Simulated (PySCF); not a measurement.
**Zr³⁵⁺ (zirconium, charge +35) across methods**

[He] 2s2 2p1, 2P determinant. All numbers are calculated (PySCF 2.14, the spin-free X2C one-electron Hamiltonian (Gaussian nucleus), in an uncontracted even-tempered set (19 s from 12 bohr⁻², ratio 2.2; 12 p from 15 bohr⁻², ratio 2.2; 6 d from 61 bohr⁻², ratio 2.4; 5 f from 92 bohr⁻², ratio 2.4; 4 g from 140 bohr⁻², ratio 2.4)).

```csv
method,E (hartree),mean ε 2s α (eV),mean ε 2s β (eV),mean ε 2p α (eV),Σ⟨r²⟩ (bohr²),⟨S²⟩
PBE0,-2154.19,-4792.9,-4772.3,-4624.1,0.07861,0.750
r2SCAN,-2154.26,-4780.8,-4761.2,-4612.6,0.07860,0.750
UHF,-2154.13887,-4847.3,-4815.2,-4685.9,0.07860,0.750
LDA,-2150.36,-4769.4,-4751.6,-4596.7,0.07871,0.750
PBE,-2154.16,-4774.3,-4757.4,-4603.2,0.07861,0.750
BP86,-2154.70,-4775.4,-4758.8,-4604.4,0.07856,0.750
```

Estimate the same row for B3LYP.

E (hartree) = -2154.22; mean ε 2s α (eV) = -4789.7; mean ε 2s β (eV) = -4769.5; mean ε 2p α (eV) = -4620.9; Σ⟨r²⟩ (bohr²) = 0.07860; ⟨S²⟩ = 0.750.

Spin-orbit coupling, absent here, splits the open shell strongly.
